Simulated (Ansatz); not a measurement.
`O[Si](O)(Cl)[GeH2][Cl]`, charge 0, multiplicity 1.

Give a relaxed structure at PBE0-D4/def2-TZVP (Ansatz 0.2.0). (Best estimate.)

Computed: 
Z-matrix (Å, degrees):
```
Si
O 1 1.623
Cl 1 2.059 2 111.3
O 1 1.630 2 108.9 3 119.9
Ge 1 2.374 2 108.6 3 -118.5
H 2 0.960 1 119.2 3 -63.5
H 4 0.960 1 117.7 2 -175.8
Cl 5 2.176 1 101.8 2 -165.3
H 5 1.535 1 115.1 2 -51.1
H 5 1.534 1 115.5 2 79.9
```
This is one stationary point; other conformers may exist.
